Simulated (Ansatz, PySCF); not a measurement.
W(O)2(SH)2 (H2O2S2W), SMILES [O]=[W](=[O])([SH])[SH], multiplicity 1. Atoms are numbered in the order given.

```xyz
7

W      0.0000     0.0000     0.3196
O      0.1268    -1.4126     1.2791
O     -0.1269     1.4127     1.2790
S     -1.9478    -0.2821    -0.9816
H     -2.0806     1.0402    -1.2567
S      1.9478     0.2821    -0.9815
H      2.0805    -1.0402    -1.2568
```

Geometry optimised at B3LYP-D3(BJ)/def2-SVP. The spin state was assumed, not searched. The structure was generated by enumeration; whether it is a known compound was not checked. The def2 effective core potentials stand for the cores of W; spin–orbit coupling is left out. The values are those of a single conformer.

Two levels are set side by side: PBE-D3(BJ)/def2-SVP (Ansatz, an electronic-structure program) and B3LYP-D3(BJ)/def2-SVP (Ansatz). Each level has its own optimised geometry; the coordinates shown are those of the second. Frequencies come from the Hessian of PySCF at each geometry. Differences are taken from unrounded values.

```json
[
 {"quantity": "mean bond length (Å)", "B3LYP-D3(BJ)": "1.810", "PBE-D3(BJ)": "1.816", "PBE-D3(BJ) minus B3LYP-D3(BJ)": "0.006"},
 {"quantity": "bond W1–O2 (Å)", "B3LYP-D3(BJ)": "1.712", "PBE-D3(BJ)": "1.723", "PBE-D3(BJ) minus B3LYP-D3(BJ)": "0.011"},
 {"quantity": "bond W1–O3 (Å)", "B3LYP-D3(BJ)": "1.712", "PBE-D3(BJ)": "1.723", "PBE-D3(BJ) minus B3LYP-D3(BJ)": "0.011"},
 {"quantity": "bond W1–S4 (Å)", "B3LYP-D3(BJ)": "2.359", "PBE-D3(BJ)": "2.357", "PBE-D3(BJ) minus B3LYP-D3(BJ)": "-0.002"},
 {"quantity": "bond W1–S6 (Å)", "B3LYP-D3(BJ)": "2.359", "PBE-D3(BJ)": "2.357", "PBE-D3(BJ) minus B3LYP-D3(BJ)": "-0.002"},
 {"quantity": "bond S4–H5 (Å)", "B3LYP-D3(BJ)": "1.357", "PBE-D3(BJ)": "1.367", "PBE-D3(BJ) minus B3LYP-D3(BJ)": "0.010"},
 {"quantity": "bond S6–H7 (Å)", "B3LYP-D3(BJ)": "1.357", "PBE-D3(BJ)": "1.367", "PBE-D3(BJ) minus B3LYP-D3(BJ)": "0.010"},
 {"quantity": "highest harmonic wavenumber (cm⁻¹)", "B3LYP-D3(BJ)": "2650", "PBE-D3(BJ)": "2594", "PBE-D3(BJ) minus B3LYP-D3(BJ)": "-55"},
 {"quantity": "mean harmonic wavenumber (cm⁻¹)", "B3LYP-D3(BJ)": "724", "PBE-D3(BJ)": "704", "PBE-D3(BJ) minus B3LYP-D3(BJ)": "-20"},
 {"quantity": "zero-point energy (kcal/mol)", "B3LYP-D3(BJ)": "15.53", "PBE-D3(BJ)": "15.10", "PBE-D3(BJ) minus B3LYP-D3(BJ)": "-0.43"}
]
```

GGA bonds tend to be longer and softer than those of functionals with exact exchange. Differences between two approximate levels are no errors against the true value.
